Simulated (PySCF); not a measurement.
B$_{2}$F$_{3}$ (SMILES F[B]B(F)F), doublet, geometry from GFN2-xTB. Base run: PySCF with PBE0/6-31G.

PySCF was given this input:
```python
from pyscf import gto, scf, dft, solvent

mol = gto.Mole()
mol.atom = '''
    F     2.292995   -0.214549   -0.036347
    B     1.016801   -0.106547    0.071931
    B    -0.537658    0.049920    0.011511
    F    -1.173905    1.228287    0.138201
    F    -1.385281   -0.982278   -0.148211
'''
mol.basis = '6-31g'
mol.charge = 0
mol.spin = 1
mol.verbose = 3
mol.build()

mf = dft.UKS(mol)
mf.xc = 'pbe0'
mf.kernel()
mf.analyze()
```

Each row names what was changed in the base input (with any setting that the change needs).

| change | ΔE vs base (kJ/mol) | dipole (D) |
|---|---|---|
| base | 0.00 | 2.22 |
| model = ddCOSMO; solvent = acetonitrile | -14.55 | 2.62 |
| model = IEF-PCM; solvent = chloroform | -10.46 | 2.52 |
| model = IEF-PCM; solvent = n-hexane | -5.38 | 2.38 |
| model = IEF-PCM; solvent = acetonitrile; lebedev_order = 41 | -14.22 | 2.63 |
| model = C-PCM; solvent = acetonitrile | -14.37 | 2.63 |
| model = IEF-PCM; solvent = acetonitrile; vdw_scale = 1.4 | -8.22 | 2.51 |
| model = IEF-PCM; solvent = dichloromethane | -12.40 | 2.58 |
| model = IEF-PCM; solvent = acetonitrile; r_probe = 0.5 | -6.61 | 2.47 |
| model = COSMO; solvent = acetonitrile | -14.15 | 2.62 |
| model = IEF-PCM; solvent = acetonitrile; vdw_scale = 1.0 | -27.7 | 2.80 |
| model = IEF-PCM; solvent = acetonitrile; lebedev_order = 11 | -13.80 | 2.62 |

The base is the gas phase, so ΔE is the electrostatic part of solvation at a fixed geometry, without cavity and dispersion terms.

Open shells are given as the SCF converged; they aren't shown to be the lowest states, and a large step between rows can be another state.
